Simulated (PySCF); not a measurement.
GeFCl₃, SMILES [F][Ge]([Cl])([Cl])[Cl].

Geometry optimised at B3LYP-D3(BJ)/def2-SVP.

These are PBE/def2-TZVP (PySCF) values and carry that method's errors.

Gas-phase values at a fixed geometry.

Task: Estimate the frontier levels, gap, dipole moment and polarisability. (The exact figures need the calculation; the answer reports its results.)

Result: 
| Property | Value |
|---|---|
| highest occupied level | -8.34 eV |
| lowest empty level | -3.38 eV |
| orbital gap | 4.96 eV |
| dipole moment | 0.83 D |
| quadrupole, principal values (traceless, Buckingham form, about the centre of nuclear charge) | -3.24, 1.62, 1.62 D·Å |
| mean static polarisability | 64.0 bohr³ (9.48 Å³) |
| polarisability, principal values | 50.6, 70.6, 70.6 bohr³ |
